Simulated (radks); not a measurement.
Q: Species: Sc4+. Configuration: [Ne] 3s2 3p5. Calculated with a radial shooting solver on a logarithmic mesh with Libxc functionals: non-relativistic Kohn-Sham, SCAN, spin-polarised, spherical densities, point nucleus; open shells are filled with parallel spins first; meta-GGA in the generalised Kohn-Sham scheme. Some entries of the table are withheld. Estimate them.

orbital,occ.,eigenvalue (eV),r(max) (bohr)
1s up,1,-4446.911,0.04837
1s down,1,-4446.399,0.04837
2s up,1,-533.0487,0.2852
2s down,1,-532.7935,0.2853
2p up,3,-449.1128,0.2331
2p down,3,-448.5921,0.2333
3s up,1,-107.7496,0.9147
3s down,1,-105.6657,0.9165
3p up,3,(1),0.9412
3p down,2,(2),0.9432

A: 
(1) 3p up eigenvalue (eV): -84.9968
(2) 3p down eigenvalue (eV): -82.9763
